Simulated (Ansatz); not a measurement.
Relaxation of ClH6O3PTi (12 atoms, charge 0, multiplicity 1), to a largest force component of 0.03 eV/Å in at most 50 steps.

Level of theory: RHF/def2-SVP (Ansatz 0.2.0).

```xyz
12
Properties=species:S:1:pos:R:3
Ti 0.177 0.376 -0.349
Cl 0.919 -1.187 2.787
O 1.527 -0.701 -0.619
H 2.245 -1.280 -0.804
O -0.344 1.211 -1.812
H -1.094 1.519 -2.295
O -1.229 -0.295 0.477
H -1.411 -0.918 1.162
P 1.059 2.083 1.163
H 2.329 2.179 0.542
H 0.488 3.235 0.572
H 0.948 0.133 2.912
```

Where does it end, and by what steps?

The run converged. The force dipped under the threshold on the way, but the program's further checks kept it going. After 18 steps the energy has fallen by 0.214 eV; Cl2 moved furthest, 1.18 Å.

```json
{"step": "0", "energy less start (eV)": "0.0000", "largest force component (eV/Å)": "1.425", "accepted": "yes"}
{"step": "1", "energy less start (eV)": "-0.1053", "largest force component (eV/Å)": "0.970", "accepted": "yes"}
{"step": "2", "energy less start (eV)": "-0.1173", "largest force component (eV/Å)": "1.266", "accepted": "yes"}
{"step": "3", "energy less start (eV)": "-0.1648", "largest force component (eV/Å)": "0.190", "accepted": "yes"}
{"step": "4", "energy less start (eV)": "-0.1669", "largest force component (eV/Å)": "0.387", "accepted": "yes"}
{"step": "5", "energy less start (eV)": "-0.1949", "largest force component (eV/Å)": "0.160", "accepted": "yes"}
{"step": "6", "energy less start (eV)": "-0.2055", "largest force component (eV/Å)": "0.147", "accepted": "yes"}
{"step": "7", "energy less start (eV)": "-0.2057", "largest force component (eV/Å)": "0.194", "accepted": "yes"}
{"step": "8", "energy less start (eV)": "-0.2071", "largest force component (eV/Å)": "0.287", "accepted": "yes"}
{"step": "9", "energy less start (eV)": "-0.2082", "largest force component (eV/Å)": "0.053", "accepted": "yes"}
{"step": "10", "energy less start (eV)": "-0.2087", "largest force component (eV/Å)": "0.117", "accepted": "yes"}
{"step": "11", "energy less start (eV)": "-0.2122", "largest force component (eV/Å)": "0.016", "accepted": "yes"}
{"step": "12", "energy less start (eV)": "-0.2126", "largest force component (eV/Å)": "0.067", "accepted": "yes"}
{"step": "13", "energy less start (eV)": "-0.2128", "largest force component (eV/Å)": "0.025", "accepted": "yes"}
{"step": "14", "energy less start (eV)": "-0.2130", "largest force component (eV/Å)": "0.037", "accepted": "yes"}
{"step": "15", "energy less start (eV)": "-0.2132", "largest force component (eV/Å)": "0.045", "accepted": "yes"}
{"step": "16", "energy less start (eV)": "-0.2133", "largest force component (eV/Å)": "0.046", "accepted": "yes"}
{"step": "17", "energy less start (eV)": "-0.2134", "largest force component (eV/Å)": "0.036", "accepted": "yes"}
{"step": "18", "energy less start (eV)": "-0.2135", "largest force component (eV/Å)": "0.015", "accepted": "yes"}
```

```xyz
12
Properties=species:S:1:pos:R:3
Ti 0.258 0.313 -0.548
Cl 0.252 -0.925 3.731
O 1.578 -0.758 -0.982
H 2.253 -1.176 -1.490
O -0.415 1.230 -1.890
H -1.125 1.654 -2.342
O -0.967 -0.407 0.484
H -1.090 -0.932 1.260
P 1.326 1.891 1.089
H 2.297 2.452 0.230
H 0.380 2.935 0.967
H 0.865 0.079 3.229
```

Whether the end is a true minimum wasn't checked by a vibrational analysis.

The run took 44 s on 4 threads of Arm Neoverse V1 (shared host), peak memory 0.43 GiB.
